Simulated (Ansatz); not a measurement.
Ansatz (a quantum-chemistry and plane-wave program) input (CCSD(T)/def2-QZVPP):
A basis named .json is the Basis Set Exchange file of that set.

Ansatz 0.2 input:
```yaml
crystal:
  periodic: [false, false, false]
  atoms:
    - {symbol: Ta, position_ang: [0.11608780, -0.09413614, 0.11378405]}
    - {symbol: O, position_ang: [0.50721003, 0.63472421, -1.40720343]}
    - {symbol: O, position_ang: [-1.56651118, 0.22426804, 0.36892397]}
basis:
  gaussian:
    orbitals: def2-QZVPP.json
magnetization: {spin_polarized: true, initial_magnetization: 1}
correlation: {method: ccsd_t, electrons: outside_noble_gas}
```

Output:

```
Functional definition: HF
integrals: 1.26 GiB planned
1234 factors; integrals over basis functions are off by at most 7.1e-4 eV
mean field: 0.66 GiB planned
mean field evaluation 1: about -5597.5640 eV, gradient 5.8e1 eV
mean field evaluation 2: about -5597.5674 eV, gradient 5.8e1 eV
mean field evaluation 4: about -5611.0685 eV, gradient 4.1e0 eV
mean field evaluation 8: about -5611.2582 eV, gradient 4.0e-1 eV
mean field evaluation 16: about -5611.2780 eV, gradient 1.0e-4 eV
mean field evaluation 32: about -5606.0458 eV, gradient 2.3e1 eV
mean field evaluation 64: about -5609.7205 eV, gradient 1.0e-5 eV
mean field evaluation 96: about -5611.2754 eV, gradient 4.1e-1 eV
mean field evaluation 128: about -5609.5067 eV, gradient 1.1e0 eV
mean field evaluation 160: about -5609.7205 eV, gradient 9.4e-3 eV
mean field evaluation 192: about -5605.4805 eV, gradient 5.5e0 eV
mean field evaluation 224: about -5609.7205 eV, gradient 2.6e-2 eV
mean field evaluation 256: about -5609.4647 eV, gradient 4.4e-1 eV
mean field evaluation 288: about -5609.9132 eV, gradient 3.6e-1 eV
mean field evaluation 320: about -5609.6534 eV, gradient 5.0e-3 eV
mean field evaluation 352: about -5608.3887 eV, gradient 9.5e-1 eV
mean field evaluation 384: about -5607.8359 eV, gradient 2.7e-1 eV
mean field evaluation 416: about -5607.6230 eV, gradient 1.0e-1 eV
mean field evaluation 448: about -5605.9217 eV, gradient 7.8e0 eV
mean field evaluation 480: about -5607.2665 eV, gradient 2.7e-4 eV
mean field evaluation 512: about -5607.7696 eV, gradient 1.0e-3 eV
mean field evaluation 544: about -5605.5579 eV, gradient 1.3e-2 eV
mean field evaluation 576: about -5605.3200 eV, gradient 3.8e0 eV
mean field evaluation 608: about -5609.7196 eV, gradient 1.2e-1 eV
mean field evaluation 640: about -5604.7803 eV, gradient 1.7e0 eV
mean field evaluation 672: about -5603.7858 eV, gradient 6.9e0 eV
mean field evaluation 704: about -5608.4448 eV, gradient 2.1e-2 eV
mean field evaluation 736: about -5601.7221 eV, gradient 4.2e1 eV
mean field evaluation 768: about -5609.2219 eV, gradient 4.5e-1 eV
mean field evaluation 800: about -5607.0465 eV, gradient 2.2e0 eV
mean field evaluation 832: about -5604.2615 eV, gradient 3.9e0 eV
mean field evaluation 864: about -5606.6549 eV, gradient 3.3e1 eV
mean field evaluation 896: about -5611.2732 eV, gradient 3.1e-1 eV
mean field evaluation 928: about -5609.9181 eV, gradient 1.1e-2 eV
mean field evaluation 960: about -5609.6534 eV, gradient 2.0e-4 eV
mean field evaluation 992: about -5607.6241 eV, gradient 9.4e-3 eV
mean field evaluation 1024: about -5607.2747 eV, gradient 4.3e-1 eV
mean field evaluation 1056: about -5609.6917 eV, gradient 4.2e-2 eV
mean field evaluation 1088: about -5611.2770 eV, gradient 9.5e-2 eV
mean field evaluation 1120: about -5611.2738 eV, gradient 2.5e-1 eV
mean field evaluation 1152: about -5609.9121 eV, gradient 2.7e-1 eV
mean field evaluation 1184: about -5608.5213 eV, gradient 1.7e-3 eV
mean field evaluation 1216: about -5606.8673 eV, gradient 6.2e0 eV
mean field evaluation 1248: about -5609.5895 eV, gradient 1.4e-1 eV
mean field evaluation 1280: about -5607.2694 eV, gradient 4.9e-2 eV
mean field evaluation 1312: about -5609.1560 eV, gradient 2.3e0 eV
mean field evaluation 1344: about -5611.0953 eV, gradient 1.1e0 eV
mean field evaluation 1376: about -5611.2780 eV, gradient 3.1e-3 eV
mean field evaluation 1408: about -5609.9181 eV, gradient 6.6e-4 eV
mean field evaluation 1440: about -5607.6938 eV, gradient 1.1e-1 eV
mean field evaluation 1472: about -5609.6534 eV, gradient 6.8e-4 eV
mean field -5611.27800910 eV, -206.2106633735 hartree, gradient 2.5e-6 eV, S^2 0.804429; 26 other end points of the search recorded, 0 dependent functions left out
determinant -5611.27800910 eV, -206.2106633735 hartree, with singles and doubles -5629.38496570 eV, -206.8760817554 hartree
determinant -5609.91807785 eV, -206.1606868218 hartree, with singles and doubles -5627.84077679 eV, -206.8193338595 hartree
determinant -5609.72053100 eV, -206.1534271093 hartree, with singles and doubles -5626.21586498 eV, -206.7596194520 hartree
determinant -5609.69293263 eV, -206.1524128878 hartree, with singles and doubles -5626.63743792 eV, -206.7751119719 hartree
determinant -5609.65341685 eV, -206.1509607096 hartree, with singles and doubles -5627.54687461 eV, -206.8085331538 hartree
determinant -5609.59088313 eV, -206.1486626378 hartree, with singles and doubles -5626.61606727 eV, -206.7743266149 hartree
determinant -5609.48207731 eV, -206.1446640976 hartree, with singles and doubles -5626.59700127 eV, -206.7736259524 hartree
determinant -5609.45057399 eV, -206.1435063718 hartree, with singles and doubles -5625.92790117 eV, -206.7490369769 hartree
determinant -5609.19943110 eV, -206.1342770409 hartree, with singles and doubles -5626.82509425 eV, -206.7820082146 hartree
determinant -5608.52130409 eV, -206.1093563330 hartree, with singles and doubles -5625.69754469 eV, -206.7405715327 hartree
determinant -5608.44484372 eV, -206.1065464661 hartree, with singles and doubles -5625.71307631 eV, -206.7411423090 hartree
determinant -5608.37807597 eV, -206.1040927968 hartree, with singles and doubles -5624.60475401 eV, -206.7004122160 hartree
determinant -5608.28224144 eV, -206.1005709428 hartree, with singles and doubles -5625.07478372 eV, -206.7176854890 hartree
determinant -5608.25314416 eV, -206.0995016374 hartree, with singles and doubles -5625.46214329 eV, -206.7319206907 hartree
determinant -5608.18937123 eV, -206.0971580253 hartree, with singles and doubles -5625.42290036 eV, -206.7304785396 hartree
determinant -5607.83588209 eV, -206.0841675390 hartree, with singles and doubles -5624.66303235 eV, -206.7025539054 hartree
6 core orbitals not correlated
reference -5611.27800910 eV, -206.2106633735 hartree; 9, 8 occupied and 180, 181 virtual orbitals, 1234 factors
second order -19.20415127 eV of doubles, -0.00000000 eV of singles
coupled cluster: 2.05 GiB planned
cycle   1  -17.83042180 eV  change    -1.2e0 eV  update   2.8e-2
cycle   2  -17.91230683 eV  change   -8.2e-2 eV  update   9.4e-3
cycle   3  -17.89718405 eV  change    1.5e-2 eV  update   6.6e-3
cycle   4  -17.89894684 eV  change   -1.8e-3 eV  update   3.3e-3
cycle   5  -17.90032731 eV  change   -1.4e-3 eV  update   1.9e-3
cycle   6  -17.90353061 eV  change   -3.2e-3 eV  update   1.0e-3
cycle   7  -17.90310250 eV  change    4.3e-4 eV  update   4.7e-4
cycle   8  -17.90322748 eV  change   -1.2e-4 eV  update   2.4e-4
cycle   9  -17.90333811 eV  change   -1.1e-4 eV  update   1.4e-4
cycle  10  -17.90317162 eV  change    1.7e-4 eV  update   8.0e-5
cycle  11  -17.90314339 eV  change    2.8e-5 eV  update   4.1e-5
cycle  12  -17.90319762 eV  change   -5.4e-5 eV  update   2.0e-5
cycle  13  -17.90316305 eV  change    3.5e-5 eV  update   9.8e-6
cycle  14  -17.90317346 eV  change   -1.0e-5 eV  update   4.3e-6
perturbative correction -1.23371390 eV, -0.0453381495 hartree
Total energy: -5630.41489645 eV, -206.9139310124 hartree
```

The spin state was set by rule; other spins were not relaxed.
